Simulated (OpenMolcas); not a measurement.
**Li: terms and fine structure**

```json
{
 "Program": "OpenMolcas",
 "Method": "CASSCF",
 "Basis": "ANO-RCC-VQZP [5s4p3d2f1g]",
 "Scalar Hamiltonian": "DKH2, point nucleus",
 "Active space": "1 electron in 4 orbitals (2s 2p)",
 "State averaging": "2S+1 = 2 even, 1 root; 2S+1 = 2 odd, 3 roots",
 "Spin-orbit coupling": "state interaction with AMFI integrals over the reference wave functions, term energies averaged over their components"
}
```

With spin-orbit coupling, above the lowest level:

```tsv
Configuration	Term	J	E (cm⁻¹)	Measured (cm⁻¹)	g	Term weight %
2s	²S	1/2	0.0	0.0	2.002	100
2p	²P°	1/2	14850	14904	0.666	100
2p	²P°	3/2	14850	14904	1.334	100
```

Against the 2 measured excited levels shown (NIST Handbook of Basic Atomic Spectroscopic Data) the mean absolute deviation is 54 cm-1; the largest miss in energy is 2p ²P°_3/2: computed 14850, measured 14904 cm⁻¹ (-0.4 %).

ANO sets are built for ground and valence states and can reach diffuse excited orbitals poorly. With one active electron the reference holds no correlation, so core polarisation is missing. Computed and measured levels are paired by configuration, term and J; levels that our copy of the source lacks, or whose pairing is in doubt (as where it misses far off the trend of its configuration), stay unpaired and out of the deviations. Only configurations of the active space appear.

The term weight is that of the spin-free term in the level, not the purity of its configuration. ° marks odd parity.
